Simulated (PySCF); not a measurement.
# TDDFT excited states: AsBH4

Compound: AsBH4.
SMILES: `[AsH2]B`

Method: TDDFT CAM-B3LYP/def2-SVPD, vertical, gas phase, core orbitals frozen in the response in PySCF. One conformer (not necessarily the lowest) at the PBE0-D3(BJ)/def2-SVP geometry, without solvent, vibrations or thermal averaging. The CAM-B3LYP/def2-SVPD calculation is non-relativistic and has no spin–orbit coupling, an omission that weighs most on arsenic.

Predict the UV-vis stick spectrum at this level.

| state | E (eV) | ν̃ (cm⁻¹) | f | \|μ\| (D) | symmetry | main configurations (H = HOMO, L = LUMO) |
| --- | --- | --- | --- | --- | --- | --- |
| S1 | 4.46 | 35990 | 0.057 | 1.84 | A′ | H→L (87%), H-1→L (10%) |
| S2 | 5.94 | 47900 | 0.0007 | 0.17 | – | H-2→L (89%), H-3→L (9%) |
| S3 | 6.05 | 48830 | 0.057 | 1.58 | A′ | H-1→L (86%), H→L (9%) |
| S4 | 6.57 | 52960 | 0.098 | 1.98 | A′ | H→L+1 (88%) |
| S5 | 6.68 | 53900 | 0.036 | 1.20 | A″ | H→L+2 (96%) |
| S6 | 7.51 | 60550 | 0.210 | 2.72 | A′ | H→L+3 (77%), H→L+4 (15%) |
| S7 | 7.95 | 64130 | 0.0043 | 0.38 | A″ | H-3→L (86%), H-2→L (9%) |
| S8 | 8.22 | 66290 | 0.026 | 0.91 | A′ | H→L+4 (70%), H→L+3 (11%) |
| S9 | 8.68 | 70030 | 0.077 | 1.53 | A′ | H-1→L+1 (84%) |
| S10 | 8.82 | 71170 | 0.011 | 0.58 | A″ | H-2→L+1 (46%), H-1→L+2 (43%) |

Triplets, Tamm–Dancoff:

| state | E (eV) | λ (nm) | main configurations (H = HOMO, L = LUMO) |
| --- | --- | --- | --- |
| T1 | 3.43 | 361.4 | H→L (95%) |
| T2 | 5.25 | 236.2 | H-2→L (85%), H-3→L (12%) |
| T3 | 5.30 | 234.0 | H-1→L (92%) |
| T4 | 5.85 | 212.1 | H→L+2 (95%) |

The lowest singlet comes at 278 nm (431 kJ/mol) in the ultraviolet; it is of moderate strength; its leading configuration is HOMO→LUMO (87%). The most intense listed level is S6 at 7.51 eV (165 nm, f = 0.210), 3.05 eV above S1. Löwdin shares by element: HOMO arsenic 63%, boron 20%, hydrogen 12% or more; LUMO boron 54%, arsenic 21%, hydrogen 19% or more. Of the 10 states listed, 8 reach f = 0.01 and none stays under 0.0005. The listed states span 4.36 eV, and the widest gap between neighbours is 1.48 eV (S1 to S2). Orbital energies (eV): HOMO-3 -12.50, HOMO-2 -11.01, HOMO-1 -10.76, HOMO -8.66, LUMO -0.84, LUMO+1 1.02, LUMO+2 1.65. All these states lie below the vertical ionisation energy of 9.77 eV (ΔSCF). Symmetry labels in Cs follow from the direction of the transition dipole and are given only for states with f of 0.002 or more. The window holds the lowest 10 singlets.
